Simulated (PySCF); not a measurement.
How methods differ on the ionisation energy of Cu⁺

Cu⁺ [Ar] 3d10 (1S) → Cu²⁺ [Ar] 3d9 (2D), as a difference of total energies. Calculation: PySCF 2.14, in aug-cc-pVTZ-PP with ECP10MDF; a scalar-relativistic core potential. Correlated levels: valence: 3s2 3p6 frozen. The calculations carry no spin-orbit coupling.

Problem. Order these methods by the ionisation energy they give, lowest first.
A. SCS-MP2 (valence)
B. HSE06
C. r2SCANh
D. PBE0

Solution. C (19.934 eV), D (20.106 eV), B (20.127 eV), A (20.410 eV).

The reference lies between the lowest fine-structure levels, while these numbers refer to the centres of the terms.

Errors of the correlated levels include the incompleteness of this basis and the frozen core.

For comparison: 20.292 eV (measured; NIST Atomic Spectra Database, ionization energies).
